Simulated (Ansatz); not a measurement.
Consider the ligand exchange at the Si–O bond: `C[Si](N)(O)Cl` + HCl → `C[Si](N)(Cl)Cl` + H₂O.

Computed with Ansatz on PBE0-D4/def2-TZVP structures; ΔE is electronic, products minus reactants. CCSD(T)/CBS is the MP2 limit (def2-TZVPP, def2-QZVPP) plus CCSD(T) − MP2 in def2-TZVPP, frozen cores. This one scheme is used for every species. Functionals use def2-TZVPP. B3LYP here is the variant with VWN-RPA as its local correlation; programs differ in this. HSE06 is defined as in plane-wave codes. Each species was taken in one conformer, which may not be the lowest.

```json
{"level": "LDA (SPW92)", "ΔE (kJ/mol)": "9.3", "difference from CCSD(T)/CBS": "4.1"}
{"level": "PBE-D4", "ΔE (kJ/mol)": "1.1", "difference from CCSD(T)/CBS": "-4.1"}
{"level": "revPBE-D4", "ΔE (kJ/mol)": "-0.7", "difference from CCSD(T)/CBS": "-5.9"}
{"level": "r2SCAN-D4", "ΔE (kJ/mol)": "7.8", "difference from CCSD(T)/CBS": "2.6"}
{"level": "B97M-V", "ΔE (kJ/mol)": "8.7", "difference from CCSD(T)/CBS": "3.5"}
{"level": "PBE0-D4", "ΔE (kJ/mol)": "2.0", "difference from CCSD(T)/CBS": "-3.2"}
{"level": "r2SCANh-D4", "ΔE (kJ/mol)": "7.6", "difference from CCSD(T)/CBS": "2.4"}
{"level": "r2SCAN0-D4", "ΔE (kJ/mol)": "7.4", "difference from CCSD(T)/CBS": "2.2"}
{"level": "HSE06-D4", "ΔE (kJ/mol)": "1.8", "difference from CCSD(T)/CBS": "-3.4"}
{"level": "BHLYP-D4", "ΔE (kJ/mol)": "10.1", "difference from CCSD(T)/CBS": "4.9"}
{"level": "CAM-B3LYP-D4", "ΔE (kJ/mol)": "13.7", "difference from CCSD(T)/CBS": "8.5"}
{"level": "ωB97X-V", "ΔE (kJ/mol)": "7.9", "difference from CCSD(T)/CBS": "2.7"}
{"level": "ωB97M-V", "ΔE (kJ/mol)": "7.3", "difference from CCSD(T)/CBS": "2.1"}
{"level": "B2PLYP", "ΔE (kJ/mol)": "10.9", "difference from CCSD(T)/CBS": "5.7"}
{"level": "PBE-QIDH", "ΔE (kJ/mol)": "5.0", "difference from CCSD(T)/CBS": "-0.2"}
{"level": "PBE", "ΔE (kJ/mol)": "3.4", "difference from CCSD(T)/CBS": "-1.8"}
{"level": "revPBE", "ΔE (kJ/mol)": "1.9", "difference from CCSD(T)/CBS": "-3.3"}
{"level": "BLYP", "ΔE (kJ/mol)": "12.2", "difference from CCSD(T)/CBS": "7.0"}
{"level": "r2SCAN", "ΔE (kJ/mol)": "8.3", "difference from CCSD(T)/CBS": "3.1"}
{"level": "PBE0", "ΔE (kJ/mol)": "4.1", "difference from CCSD(T)/CBS": "-1.1"}
{"level": "B3LYP", "ΔE (kJ/mol)": "12.6", "difference from CCSD(T)/CBS": "7.4"}
{"level": "r2SCAN0", "ΔE (kJ/mol)": "8.0", "difference from CCSD(T)/CBS": "2.8"}
{"level": "HSE06", "ΔE (kJ/mol)": "3.9", "difference from CCSD(T)/CBS": "-1.3"}
{"level": "BHLYP", "ΔE (kJ/mol)": "14.7", "difference from CCSD(T)/CBS": "9.5"}
{"level": "CAM-B3LYP", "ΔE (kJ/mol)": "16.1", "difference from CCSD(T)/CBS": "10.9"}
{"level": "RPA@PBE/def2-TZVPP", "ΔE (kJ/mol)": "12.7", "difference from CCSD(T)/CBS": "7.5"}
{"level": "HF/def2-SVP", "ΔE (kJ/mol)": "9.4", "difference from CCSD(T)/CBS": "4.2"}
{"level": "MP2/def2-SVP", "ΔE (kJ/mol)": "5.8", "difference from CCSD(T)/CBS": "0.6"}
{"level": "CCSD/def2-SVP", "ΔE (kJ/mol)": "8.5", "difference from CCSD(T)/CBS": "3.3"}
{"level": "CCSD(T)/def2-SVP", "ΔE (kJ/mol)": "7.8", "difference from CCSD(T)/CBS": "2.6"}
{"level": "HF/def2-TZVPP", "ΔE (kJ/mol)": "17.2", "difference from CCSD(T)/CBS": "12.0"}
{"level": "MP2/def2-TZVPP", "ΔE (kJ/mol)": "5.2", "difference from CCSD(T)/CBS": "0.0"}
{"level": "CCSD/def2-TZVPP", "ΔE (kJ/mol)": "12.6", "difference from CCSD(T)/CBS": "7.4"}
{"level": "CCSD(T)/def2-TZVPP", "ΔE (kJ/mol)": "10.8", "difference from CCSD(T)/CBS": "5.6"}
{"level": "HF/def2-QZVPP", "ΔE (kJ/mol)": "17.5", "difference from CCSD(T)/CBS": "12.3"}
{"level": "MP2/def2-QZVPP", "ΔE (kJ/mol)": "2.1", "difference from CCSD(T)/CBS": "-3.1"}
{"level": "SCS-MP2/def2-QZVPP", "ΔE (kJ/mol)": "6.4", "difference from CCSD(T)/CBS": "1.2"}
{"level": "HF/CBS(def2)", "ΔE (kJ/mol)": "17.6", "difference from CCSD(T)/CBS": "12.4"}
{"level": "MP2/CBS(def2)", "ΔE (kJ/mol)": "-0.4", "difference from CCSD(T)/CBS": "-5.6"}
{"level": "CCSD/CBS(def2)", "ΔE (kJ/mol)": "7.0", "difference from CCSD(T)/CBS": "1.8"}
{"level": "CCSD(T)/CBS", "ΔE (kJ/mol)": "5.2", "difference from CCSD(T)/CBS": "0"}
```

Largest T1 diagnostic among the species: 0.010.

In def2-TZVPP, CCSD(T) changes the Hartree–Fock value by −6.3 kJ/mol (the triples alone add −1.8 kJ/mol) and MP2 by −12.0 kJ/mol. Leaving LDA and LC-ωPBE aside and taking each functional with its dispersion term where it has one, the values spread over 14.4 kJ/mol, from revPBE-D4 to CAM-B3LYP-D4. LDA lies +5.9 kJ/mol from PBE without D4. The D4 term adds −4.1 kJ/mol with B3LYP and −2.2 kJ/mol with PBE0; it sums over pairs of atoms, weighted by their polarisabilities, and B3LYP, whose exchange is more repulsive, gets the larger term.
